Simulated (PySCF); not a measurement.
CH₁₀ClPSi₃.
Bonds: Si1–P2, P2–Si3, P2–Si4, Si4–C5, C5–Cl6. Hydrogens: H7, H8, H9 on Si1; H10, H11, H12 on Si3; H13, H14 on Si4; H15, H16 on C5.

Computed with PySCF, TDDFT B3LYP/def2-SVPD, vertical, gas phase, core orbitals frozen in the response. Geometry: PBE0-D3(BJ)/def2-SVP, one conformer, isolated molecule. Torsions of this conformer, `[SiH3:1][P:2]([SiH3:3])[SiH2:4][CH2:5][Cl:6]`: Si1–P2–Si4–C5 -78°, P2–Si4–C5–Cl6 62°.

Each state is given a Gaussian of 0.5 eV full width at half maximum, with ε(max) = 2.175×10⁸ f / Δν̃ (Δν̃ the width in cm⁻¹). The width is an assumption, not a result. The curve ends short of the highest state used, and states not computed would add to its high-energy end.

```
λ (nm)  ε (L mol⁻¹ cm⁻¹)
 199.2              3677
 200.3              3707
 201.3              3746
 202.3              3794
 203.3              3849
 204.3              3905
 205.3              3957
 206.4              4001
 207.4              4022
 208.4              4020
 209.4              3994
 210.4              3940
 211.4              3860
 212.4              3756
 213.5              3616
 214.5              3470
 215.5              3309
 216.5              3139
 217.5              2961
 218.5              2780
 219.5              2596
 220.6              2394
 221.6              2213
 222.6              2034
 223.6              1859
 224.6              1690
 225.6              1526
 226.7              1354
 227.7              1206
 228.7              1066
 229.7               935
 230.7               814
 231.7               703
 232.7               603
 233.8               504
 234.8               425
 235.8               355
 236.8               294
 237.8               242
 238.8               197
 239.9               156
 240.9               125
 241.9               100
 242.9                79
 243.9                62
 244.9                48
 245.9                37
 247.0                28
 248.0                21
 249.0                16
 250.0                12
 251.0                 9
 252.0                 7
 253.0                 5
 254.1                 4
 255.1                 3
```

**Question.** Locate the maxima and give the states behind the curve.

**Answer.** 208 nm (5.96 eV), ε about 4000, made up of S2 (50%) and S3 (26%) (ε in L mol⁻¹ cm⁻¹; maxima over ε = 5, shares over 10%). The states used: S1 5.61 eV (f 0.025); S2 5.91 eV (f 0.038); S3 5.98 eV (f 0.019); S4 6.15 eV (f 0.0087); S5 6.34 eV (f 0.0017); S6 6.38 eV (f 0.030); S7 6.45 eV (f 0.020); S8 6.72 eV (f 0.0042); S9 6.79 eV (f 0.0092); S10 6.82 eV (f 0.0061).

**Question.** What would ε be at 5.96 eV, the highest of these maxima, with half the width (0.25 eV)?

**Answer.** About 5970 L mol⁻¹ cm⁻¹ against 4020, a factor of about 1.5; a lone state at its own centre would give exactly 2.

**Question.** On this curve, what absorbance would a 10⁻⁵ mol/L sample give at 248 nm over a 1 cm path?

**Answer.** 248 nm is 4.999 eV, where ε is about 21 L mol⁻¹ cm⁻¹, so A = ε c l ≈ 0.00021 (Beer–Lambert, with the gas-phase spectrum and the assumed width).

**Question.** Coming from long wavelengths, where does ε first pass 100 L mol⁻¹ cm⁻¹?

**Answer.** At about 242 nm (5.13 eV), 0.48 eV below S1.

All these states lie below the vertical ionisation energy of 9.00 eV (ΔSCF).
